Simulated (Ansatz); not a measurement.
```xyz
11

C    -1.7307    1.4695   -0.2593
C    -0.5944    0.7770   -0.2480
F     0.5259    1.3451   -0.7478
N    -0.3130   -0.4759    0.1909
Sn    1.5721   -1.2506    0.2319
H    -2.6383    1.0395    0.1374
H    -1.7492    2.4663   -0.6715
H    -1.0922   -0.9652    0.5973
H     1.3123   -2.7785    0.9401
H     2.1441   -1.3707   -1.3648
H     2.5632   -0.2564    1.1937
```

Charge 0, multiplicity 1. Sn: def2 effective core potential.

Task: List the B3LYP/def2-TZVPP orbital energies in eV (Ansatz 0.2.0). (An estimate is asked.)

Result: The calculation gave: Occupied: -671.99, -389.76, -279.78, -275.93, -139.18, -94.06, -94.00, -93.98, -33.59, -28.46, -28.31, -28.28, -28.18, -28.17, -24.56, -20.01, -16.66, -14.93, -14.43, -13.03, -12.96, -11.46, -10.77, -10.16, -9.68, -9.31, -8.81, -5.72. Lowest empty: -0.56, -0.06, 0.53, 0.88, 1.29, 1.57, 2.20, 2.43.

B3LYP here is the variant with VWN-RPA as its local correlation; programs differ in this.
